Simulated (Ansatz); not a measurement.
Steps of a relaxation of GeH8OSi2, SMILES `[OH][GeH]([SiH3])[SiH3]` with RKS PBE-D4/def2-SVP.

```sh
$ ansatz run in.yaml --threads 4 --pin off --events-out ev --progress --plain --max-ram 10444MiB
```

```yaml
crystal:
  periodic: [false, false, false]
  atoms:
    - {symbol: O, position_ang: [-1.639500, 1.374800, -0.244800]}
    - {symbol: Ge, position_ang: [-0.087800, 0.731700, 0.139500]}
    - {symbol: Si, position_ang: [-0.337900, -0.797000, 1.843000]}
    - {symbol: Si, position_ang: [0.855400, -0.323800, -1.722100]}
    - {symbol: H, position_ang: [-1.502800, 2.077700, -0.984600]}
    - {symbol: H, position_ang: [0.873300, 1.887400, 0.578000]}
    - {symbol: H, position_ang: [1.040600, -1.362000, 2.180600]}
    - {symbol: H, position_ang: [-1.172500, -1.858900, 1.425500]}
    - {symbol: H, position_ang: [-0.852800, -0.111600, 3.085900]}
    - {symbol: H, position_ang: [0.922800, 0.633500, -2.794100]}
    - {symbol: H, position_ang: [-0.138700, -1.415400, -2.103300]}
    - {symbol: H, position_ang: [2.116900, -0.891200, -1.369600]}
basis:
  gaussian: {orbitals: def2-SVP}
hamiltonian: {xc: pbe, dispersion: d4}
relax: {f_tol: 0.03, max_steps: 200}
```

Positions (Å) and forces (eV/Å) along the path, 7 of 7 steps:

```xyz
12
step=1 energy=-74417.8419 eV
O    -1.639    1.375   -0.245   -2.022    2.581   -2.251
Ge   -0.088    0.732    0.140    2.506   -0.204    0.499
Si   -0.338   -0.797    1.843    1.290    0.795    1.465
Si    0.855   -0.324   -1.722   -1.688   -0.657    0.163
H    -1.503    2.078   -0.985   -0.543   -1.435    1.540
H     0.873    1.887    0.578    0.013    0.057    0.086
H     1.041   -1.362    2.181   -0.274    0.114   -0.117
H    -1.173   -1.859    1.425   -1.154   -1.397   -0.452
H    -0.853   -0.112    3.086   -0.079   -0.149   -0.032
H     0.923    0.633   -2.794    0.240    0.763   -1.075
H    -0.139   -1.415   -2.103    0.302    0.130   -0.038
H     2.117   -0.891   -1.370    1.408   -0.598    0.214
12
step=2 energy=-74418.2709 eV
O    -1.656    1.413   -0.198   -0.870    1.022   -0.929
Ge   -0.042    0.762    0.146    0.941   -0.316    0.308
Si   -0.365   -0.775    1.940    0.486    0.250    0.296
Si    0.861   -0.321   -1.807   -0.533   -0.250    0.036
H    -1.593    2.074   -0.938   -0.173   -0.529    0.621
H     0.901    1.920    0.634    0.008   -0.037   -0.074
H     1.006   -1.338    2.243   -0.084    0.002    0.023
H    -1.246   -1.882    1.537   -0.362   -0.442   -0.194
H    -0.913   -0.149    3.197    0.027    0.055   -0.095
H     1.001    0.601   -2.965    0.051    0.289   -0.216
H    -0.056   -1.442   -2.252    0.038    0.112    0.106
H     2.179   -0.918   -1.503    0.472   -0.155    0.117
12
step=3 energy=-74418.3236 eV
O    -1.692    1.471   -0.257   -0.115   -0.115    0.175
Ge   -0.069    0.772    0.157    0.290   -0.070   -0.116
Si   -0.329   -0.814    1.942   -0.139    0.115    0.024
Si    0.849   -0.334   -1.783   -0.020    0.043   -0.035
H    -1.609    2.128   -0.971    0.053    0.042   -0.062
H     0.903    1.924    0.593   -0.050   -0.024    0.022
H     1.024   -1.390    2.271   -0.002    0.043   -0.049
H    -1.243   -1.937    1.528    0.012    0.028   -0.004
H    -0.882   -0.137    3.168   -0.001   -0.048    0.005
H     0.999    0.628   -2.938   -0.020   -0.043    0.039
H    -0.080   -1.446   -2.197    0.027    0.012   -0.016
H     2.205   -0.922   -1.479   -0.035    0.016    0.017
12
step=4 energy=-74418.3293 eV
O    -1.702    1.420   -0.221    0.231   -0.055    0.051
Ge   -0.038    0.761    0.142   -0.117   -0.109    0.100
Si   -0.348   -0.788    1.937    0.034   -0.017   -0.002
Si    0.854   -0.338   -1.796    0.018   -0.038   -0.077
H    -1.578    2.113   -0.894   -0.165    0.133   -0.116
H     0.907    1.924    0.582    0.018    0.062    0.010
H     1.009   -1.359    2.256   -0.009   -0.014    0.031
H    -1.253   -1.909    1.506   -0.008    0.009   -0.002
H    -0.909   -0.127    3.165   -0.002    0.005   -0.004
H     0.986    0.619   -2.953    0.003   -0.003    0.004
H    -0.063   -1.460   -2.205    0.007    0.010    0.006
H     2.213   -0.911   -1.486   -0.010    0.016   -0.001
12
step=5 energy=-74418.3360 eV
O    -1.690    1.438   -0.215    0.051    0.043   -0.053
Ge   -0.039    0.762    0.147    0.023   -0.023    0.012
Si   -0.344   -0.794    1.942   -0.012    0.017   -0.002
Si    0.856   -0.337   -1.801   -0.006    0.006   -0.016
H    -1.611    2.108   -0.923   -0.050   -0.049    0.053
H     0.912    1.925    0.589    0.002   -0.002   -0.001
H     1.009   -1.370    2.268   -0.005   -0.005    0.006
H    -1.256   -1.911    1.514    0.002    0.008   -0.003
H    -0.903   -0.129    3.170   -0.002    0.001   -0.007
H     0.996    0.622   -2.956   -0.005   -0.005    0.012
H    -0.065   -1.454   -2.213    0.009    0.003   -0.001
H     2.213   -0.915   -1.489   -0.007    0.006    0.001
12
step=6 energy=-74418.3380 eV
O    -1.678    1.431   -0.194    0.002   -0.007    0.014
Ge   -0.021    0.758    0.148    0.011   -0.022    0.001
Si   -0.346   -0.789    1.945   -0.015    0.003   -0.002
Si    0.859   -0.334   -1.809   -0.008    0.010    0.001
H    -1.632    2.079   -0.922   -0.001    0.004   -0.008
H     0.936    1.916    0.589    0.003    0.012   -0.006
H     0.995   -1.381    2.291   -0.002   -0.003    0.007
H    -1.267   -1.895    1.508    0.002    0.001    0.001
H    -0.916   -0.113    3.162    0.002    0.002   -0.004
H     0.981    0.630   -2.960    0.000    0.000   -0.001
H    -0.056   -1.457   -2.218    0.001   -0.001    0.001
H     2.222   -0.901   -1.507    0.004    0.002   -0.005
12
step=7 energy=-74418.3385 eV
O    -1.667    1.425   -0.174   -0.018    0.005   -0.007
Ge   -0.007    0.754    0.150    0.003   -0.003   -0.002
Si   -0.351   -0.787    1.949    0.013   -0.009    0.016
Si    0.862   -0.329   -1.816   -0.002   -0.007   -0.004
H    -1.641    2.054   -0.919    0.010   -0.004    0.003
H     0.953    1.913    0.581    0.004    0.006    0.004
H     0.979   -1.392    2.316   -0.003    0.001    0.000
H    -1.277   -1.887    1.508   -0.005    0.001   -0.005
H    -0.926   -0.099    3.156   -0.003    0.004   -0.004
H     0.969    0.637   -2.967   -0.006    0.010   -0.002
H    -0.048   -1.457   -2.220   -0.001   -0.003   -0.001
H     2.232   -0.886   -1.531    0.006   -0.001    0.002
```

Hardware: 4 threads of an Intel Xeon on a shared host. Wall time 9.5 s, peak host memory 0.2 GiB.
